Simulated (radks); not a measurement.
Question: Species: Cs. Configuration: [Xe] 6s1. All-electron calculation, non-relativistic Kohn-Sham, TPSS, spin-polarised, spherical densities, point nucleus; open shells are filled with parallel spins first (spin-orbit coupling, left out, can overturn this in heavy ions); meta-GGA in the generalised Kohn-Sham scheme; relativity is left out, which matters for an element this heavy. Program: a radial shooting solver on a logarithmic mesh with Libxc functionals. Some entries of the table are withheld. Estimate them.

| orbital | occ. | eigenvalue (hartree) | r(max) (bohr) | <1/r> (bohr^-1) |
|---|---|---|---|---|
| 1s up | 1 | -1259.183 | 0.01830 | 54.48 |
| 1s down | 1 | -1259.183 | 0.01830 | 54.48 |
| 2s up | 1 | -192.3171 | 0.1008 | 12.54 |
| 2s down | 1 | -192.3170 | 0.1008 | 12.54 |
| 2p up | 3 | -181.1302 | 0.07882 | 12.55 |
| 2p down | 3 | -181.1302 | 0.07882 | 12.55 |
| 3s up | 1 | -40.00809 | 0.2857 | 4.609 |
| 3s down | 1 | -40.00799 | 0.2857 | 4.609 |
| 3p up | 3 | -35.24632 | 0.2725 | 4.534 |
| 3p down | 3 | -35.24622 | 0.2725 | 4.534 |
| 3d up | 5 | -26.42570 | 0.2214 | 4.405 |
| 3d down | 5 | -26.42560 | 0.2214 | 4.405 |
| 4s up | 1 | -7.53297 | 0.6699 | 1.907 |
| 4s down | 1 | -7.53273 | 0.6699 | 1.907 |
| 4p up | 3 | -5.81629 | 0.6846 | 1.810 |
| 4p down | 3 | -5.81602 | 0.6846 | 1.810 |
| 4d up | 5 | -2.85724 | 0.7171 | 1.589 |
| 4d down | 5 | -2.85683 | 0.7171 | 1.589 |
| 5s up | 1 | -0.92396 | 1.614 | (1) |
| 5s down | 1 | -0.92228 | 1.614 | (2) |
| 5p up | 3 | -0.51047 | (3) | 0.6141 |
| 5p down | 3 | -0.50826 | (4) | 0.6150 |
| 6s up | 1 | -0.07788 | 5.304 | 0.2045 |

Answer: 
(1) 5s up <1/r> (bohr^-1): 0.7136
(2) 5s down <1/r> (bohr^-1): 0.7140
(3) 5p up r(max) (bohr): 1.796
(4) 5p down r(max) (bohr): 1.796
